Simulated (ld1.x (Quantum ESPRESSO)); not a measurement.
**Before and after: TM semilocal potential for rhenium**

ld1.x (Quantum ESPRESSO) 7.5 input, shortened:

```
&input
   title='Re', zed=75., rel=1, dft='PBE', iswitch=3,
   config='[Xe] 4f14 5d5 6s1 6p0'
 /
 &inputp
   pseudotype=1, tm=.true., lloc=2,
   nlcc=.false.
 /
3
6S  1  0   1.00   0.00  2.60  2.60  0.0
6P  2  1   0.00   0.00  3.40  3.40  0.0
5D  3  2   5.00   0.00  1.55  1.55  0.0
 &test
   configts(1)='5d5 6s1 6p0'
 /
```

All-electron outer shells of the reference configuration (PBE, scalar-relativistic, ld1.x):

```tsv
shell	level (eV)	outermost node (bohr)	outermost maximum (bohr)
4f	-50.07	–	0.41
5d	-12.94	0.62	1.41
6s	-12.68	1.24	2.48
6p	-6.97	1.47	3.22
```

Change: all radii scaled by about 1.40 (s 3.64, p 4.76, d 2.18 bohr).

Cutoffs: the cutoffs (Ry, on a coarse ladder) from which the occupation-weighted sum of valence levels, in a spherical-Bessel basis at the reference potential, stays within 10 and 1 mRy of its value at 400 Ry; they do not see the model core or the augmentation charge, which bear on the density cutoff. Errors are all-electron minus pseudo energies relative to the spin-unpolarised reference configuration.

Question: How do hardness, ghosts and transferability respond?

Answer: The potential gets softer (35 Ry and 55 Ry → 35 Ry and 40 Ry); of the 7 tests that both files solve, the error grows in 2 and shrinks in 4 by more than 15 % and 0.3 meV (median size 26.3 → 18.3 meV); neither file shows a bound ghost. A larger radius leaves more room for a smooth pseudo-wave, so fewer plane waves are needed. A semilocal file is local in each channel, so a ghost entry of none says nothing of the separable form that plane-wave codes build from it.

| quantity | base | changed |
| --- | --- | --- |
| cutoff, loose | 35 Ry | 35 Ry |
| cutoff, tight | 55 Ry | 40 Ry |
| bound ghosts | none | none |
| error for 5d5 6s2 6p0, meV [ΔE -9.25 eV] | +15 | +18 |
| error for 5d5 6s0 6p0, meV [ΔE 16.32 eV] | +33 | +7.3 |
| error for 5d4 6s0 6p0, meV [ΔE 43.45 eV] | +84 | -59 |
| error for 5d6 6s0 6p0, meV [ΔE 0.15 eV] | -32 | +23 |
| error for 5d5 6s1.5 6p0, meV [ΔE -5.47 eV] | +5.9 | +5.8 |
| error for 5d5 6s0 6p1, meV [ΔE 5.81 eV] | +4.1 | -2.7 |
| error for 5d4 6s2 6p0, meV [ΔE 0.71 eV] | -26 | +53 |
